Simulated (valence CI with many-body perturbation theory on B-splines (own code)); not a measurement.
The numbers below are computed, except where a source is named.
**Energy levels of Rh XIV**

Method: valence CI with perturbative core correlation (CI+MBPT): four valence electrons over a frozen Dirac-Fock core [Ar] 3d10, a basis of 9 s, 9 p, 8 d, 6 f, 3 g, 1 h functions for each j, with the one-electron correlation potential Σ1, the two-electron term Σ2, the three-electron term Σ3, Breit, model QED; selected CI, second order for the rest, scaled by the run's own slope (own B-spline code, finite nucleus).

No measured levels were compared; by estimate levels hold to about 250 cm⁻¹ or 0.2 % of their energy and the worst to 1 %, as in measured heavy ions of charge 2 to 7; those with d or f electrons hold less well.

Levels 1 to 33 of 33, with energies above the lowest level, 4s2 4p2 3P_0. "Leading %" is the weight of the configuration and term that name the level; weights of strongly mixed levels are sums over their largest components and can fall short, so below about 35 % the name and the second component can differ from the true leading terms, or belong to a minority configuration.

```csv
No.,Configuration,Term,J,E (eV),Leading %,g,Second component
1,4s2 4p2,3P,0,0.000,85,,13 % 4s2 4p2 1S
2,4s2 4p2,3P,1,3.854,98,1.500,
3,4s2 4p2,3P,2,5.381,59,1.299,39 % 4s2 4p2 1D
4,4s2 4p2,1D,2,10.604,58,1.201,39 % 4s2 4p2 3P
5,4s2 4p2,1S,0,14.915,84,,13 % 4s2 4p2 3P
6,4s 4p3,5S°,2,32.675,89,1.943,9 % 4s 4p3 3P°
7,4s 4p3,3D°,1,39.612,73,0.695,15 % 4s 4p3 3P°
8,4s 4p3,3D°,2,40.056,72,1.266,16 % 4s 4p3 3P°
9,4s 4p3,3D°,3,41.596,93,1.333,6 % 4s2 4p 4d 3D°
10,4s 4p3,3P°,0,45.273,94,,4 % 4s2 4p 4d 3P°
11,4s 4p3,3P°,1,45.854,74,1.353,15 % 4s 4p3 3D°
12,4s 4p3,3P°,2,46.449,47,1.328,21 % 4s 4p3 1D°
13,4s 4p3,1D°,2,51.297,56,1.126,22 % 4s 4p3 3P°
14,4s 4p3,3S°,1,52.151,60,1.623,31 % 4s 4p3 1P°
15,4s 4p3,1P°,1,58.082,56,1.326,32 % 4s 4p3 3S°
16,4s2 4p 4d,3F°,2,59.625,90,0.695,
17,4s2 4p 4d,3F°,3,61.783,92,1.091,
18,4s2 4p 4d,3P°,2,64.752,43,1.245,30 % 4s2 4p 4d 1D°
19,4s2 4p 4d,3F°,4,65.286,98,1.250,
20,4s2 4p 4d,3D°,1,66.074,54,0.868,30 % 4s2 4p 4d 3P°
21,4s2 4p 4d,1D°,2,68.525,41,1.106,26 % 4s2 4p 4d 3D°
22,4s2 4p 4d,3P°,0,69.454,93,,4 % 4s 4p3 3P°
23,4s2 4p 4d,3P°,1,70.006,60,1.155,31 % 4s2 4p 4d 3D°
24,4s2 4p 4d,3D°,3,70.233,81,1.298,6 % 4s2 4p 4d 1F°
25,4s2 4p 4d,3D°,2,70.647,50,1.289,36 % 4s2 4p 4d 3P°
26,4s2 4p 4d,1F°,3,75.181,88,1.026,7 % 4s2 4p 4d 3D°
27,4s2 4p 4d,1P°,1,76.249,83,0.976,6 % 4s2 4p 4d 3D°
28,4p4,3P,2,79.768,60,1.378,19 % 4p4 1D
29,4p4,3P,0,83.332,58,,22 % 4p4 1S
30,4p4,3P,1,84.427,76,1.496,19 % 4s 4p2 4d 3P
31,4p4,1D,2,85.428,58,1.120,18 % 4p4 3P
32,4s 4p2 4d,5F,1,87.799,87,0.119,5 % 4s 4p2 4d 5D
33,4s 4p2 4d,5F,2,88.431,78,1.086,14 % 4s 4p2 4d 5D
```

Names give the largest LS component (configuration and term), which can be under half, so a name can repeat, a term be missing and a line seem to break the LS rules; names also repeat where a configuration has a term twice.

The ionisation energy to 4s2 4p 2P°_1/2 of the next ion comes out as 307.07 eV (NIST: 306 ± 3 eV (theoretical)). All 33 levels together are meant to be complete up to 88.844 eV.
